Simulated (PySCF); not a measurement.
CH2Cl (SMILES [CH2-]Cl), charge -1, singlet, at a GFN2-xTB geometry (in this run its highest filled SCF level lies above zero, so its values depend strongly on the basis, on diffuse functions most of all); PBE-D3BJM/3-21G (PySCF).

The PySCF input:
```python
from pyscf import gto, scf, dft

mol = gto.Mole()
mol.atom = '''
    C     0.00376299    0.16217920   -1.24958859
    Cl   -0.00156201    0.00018286    0.61906895
    H     0.88406358   -0.49140260   -1.51109367
    H    -0.88008742   -0.48478128   -1.51554685
'''
mol.basis = '3-21g'
mol.charge = -1
mol.verbose = 4
mol.build()

mf = dft.RKS(mol)
mf.xc = 'pbe'
mf.disp = 'd3bjm'
mf.kernel()
```

What the program printed (banner, timings and long lists left out):

```
PySCF version 2.14.0

[INPUT] verbose = 4
[INPUT] num. atoms = 4
[INPUT] num. electrons = 26
[INPUT] charge = -1
[INPUT] spin (= nelec alpha-beta = 2S) = 0
[INPUT] symmetry False subgroup None
[INPUT] Mole.unit = angstrom
[INPUT] Symbol           X                Y                Z      unit          X                Y                Z       unit  Magmom
[INPUT]  1 C      0.003762990000   0.162179200000  -1.249588590000 AA    0.007111020509   0.306474271101  -2.361380203481 Bohr   0.0
[INPUT]  2 Cl    -0.001562010000   0.000182860000   0.619068950000 AA   -0.002951771104   0.000345555319   1.169870767722 Bohr   0.0
[INPUT]  3 H      0.884063580000  -0.491402600000  -1.511093670000 AA    1.670638042903  -0.928616330899  -2.855553184864 Bohr   0.0
[INPUT]  4 H     -0.880087420000  -0.484781280000  -1.515546850000 AA   -1.663124189475  -0.916103849516  -2.863968475447 Bohr   0.0

nuclear repulsion = 42.3384736956647
number of shells = 16
number of NR pGTOs = 48
number of NR cGTOs = 26
basis = 3-21g
ecp = {}

******** <class 'pyscf.dft.rks.RKS'> ********
method = RKS
initial guess = minao
damping factor = 0
level_shift factor = 0
DIIS = <class 'pyscf.scf.diis.CDIIS'>
diis_start_cycle = 1
diis_space = 8
diis_damp = 0
SCF conv_tol = 1e-09
SCF conv_tol_grad = None
SCF max_cycles = 50
direct_scf = True
direct_scf_tol = 1e-13
XC library pyscf.dft.libxc version 7.1.2
    S. Lehtola, C. Steigemann, M. J. T. Oliveira, and M. A. L. Marques,  SoftwareX 7, 1–5 (2018)
XC functionals = pbe
    J. P. Perdew, K. Burke, and M. Ernzerhof,  Phys. Rev. Lett. 77, 3865 (1996)
    J. P. Perdew, K. Burke, and M. Ernzerhof,  Phys. Rev. Lett. 78, 1396 (1997)
    J. P. Perdew, K. Burke, and M. Ernzerhof,  Phys. Rev. Lett. 77, 3865 (1996)
    J. P. Perdew, K. Burke, and M. Ernzerhof,  Phys. Rev. Lett. 78, 1396 (1997)
radial grids:
    Treutler-Ahlrichs [JCP 102, 346 (1995); DOI:10.1063/1.469408] (M4) radial grids

becke partition: Becke, JCP 88, 2547 (1988); DOI:10.1063/1.454033
pruning grids: <function nwchem_prune>
grids dens level: 3
symmetrized grids: False
atomic radii adjust function: <function treutler_atomic_radii_adjust>
small_rho_cutoff = 0
Set gradient conv threshold to 3.16228e-05
Initial guess from minao.
tot grids = 52616
Calc dispersion correction with DFTD3.
Parameters: xc=pbe, version=d3bjm, atm=False
init E= -496.363660794038
  HOMO = -0.223254484812804  LUMO = -0.0408594348843481  gap/eV = 4.96322
cycle= 1 E= -496.689945593862  delta_E= -0.326  |g|= 0.406  |ddm|= 1.84
  HOMO = 0.245963753220057  LUMO = 0.342014623504964  gap/eV = 2.61368
cycle= 2 E= -496.664335163653  delta_E= 0.0256  |g|= 0.504  |ddm|= 1.43
  HOMO = 0.145979002004913  LUMO = 0.266133731720702  gap/eV = 3.26958
cycle= 3 E= -496.740762083935  delta_E= -0.0764  |g|= 0.0694  |ddm|= 0.888
  HOMO = 0.149311907372532  LUMO = 0.266200130523617  gap/eV = 3.18069
cycle= 4 E= -496.741984495446  delta_E= -0.00122  |g|= 0.0214  |ddm|= 0.123
  HOMO = 0.147425819273398  LUMO = 0.266612897829928  gap/eV = 3.24325
cycle= 5 E= -496.742128356559  delta_E= -0.000144  |g|= 0.00435  |ddm|= 0.0517
  HOMO = 0.147513920624937  LUMO = 0.266431009146746  gap/eV = 3.23590
cycle= 6 E= -496.742139824161  delta_E= -1.15e-05  |g|= 0.00045  |ddm|= 0.0181
  HOMO = 0.147487073700175  LUMO = 0.266402781284839  gap/eV = 3.23586
cycle= 7 E= -496.74213996567  delta_E= -1.42e-07  |g|= 3.33e-05  |ddm|= 0.00222
  HOMO = 0.14747923120099  LUMO = 0.26639590281562  gap/eV = 3.23589
cycle= 8 E= -496.742139966096  delta_E= -4.25e-10  |g|= 3.16e-06  |ddm|= 7.88e-05
  HOMO = 0.147478940266987  LUMO = 0.266395993330484  gap/eV = 3.23590
Extra cycle  E= -496.742139966099  delta_E= -3.3e-12  |g|= 2.08e-06  |ddm|= 1.3e-05
converged SCF energy = -496.742139966099
```
